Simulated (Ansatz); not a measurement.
H₃NOS₂W (`[NH2][W]([OH])(=[S])=[S]`), one more setting.

```yaml
crystal:
  periodic: [false, false, false]
  atoms:
    - {symbol: N, position_ang: [-0.605623, 0.813611, 0.614041]}
    - {symbol: W, position_ang: [0.139725, -0.102086, -0.750740]}
    - {symbol: O, position_ang: [1.111731, -1.610883, 0.437884]}
    - {symbol: S, position_ang: [-1.094536, -1.309275, -1.584533]}
    - {symbol: S, position_ang: [1.422947, 0.912631, -1.529709]}
    - {symbol: H, position_ang: [-0.586059, 1.918977, 1.181092]}
    - {symbol: H, position_ang: [-1.933615, 0.666616, 0.879881]}
    - {symbol: H, position_ang: [1.782451, -1.305998, 0.601241]}
basis:
  gaussian: {orbitals: def2-mTZVPP}
total_charge: -1
magnetization: {spin_polarized: true, initial_magnetization: 1}
hamiltonian: {xc: {name: CAM-B3LYP}}
```

```sh
$ ansatz run in.yaml --threads 4 --pin off --events-out ev --progress --plain --max-ram 10444MiB
```

Shortened log:

```
Functional definition: CAM-B3LYP
1346 factors; their error is unknown
438 factors; integrals over basis functions are off by at most 9.5e-6 eV
mean field evaluation 1: about -27071.0859 eV, gradient 3.8e1 eV
mean field evaluation 2: about -27060.9583 eV, gradient 6.6e1 eV
mean field evaluation 4: about -27076.4743 eV, gradient 4.2e0 eV
mean field evaluation 8: about -27076.5665 eV, gradient 2.6e-1 eV
mean field evaluation 16: about -27076.6595 eV, gradient 1.6e0 eV
mean field evaluation 32: about -27076.9117 eV, gradient 1.7e0 eV
mean field -27076.94170322 eV, -995.0592541830 hartree, gradient 1.0e-5 eV, S^2 0.766810; 6 other end points of the search recorded, 0 dependent functions left out
reference -27076.94182686 eV, -995.0592587266 hartree; 33, 32 occupied and 120, 121 virtual orbitals, 1346 factors
Total energy: -27076.94182686 eV, -995.0592587266 hartree
```

It took 22 s on 4 threads of an Arm Neoverse V1 on a shared host, with 0.97 GiB of host memory at the peak.
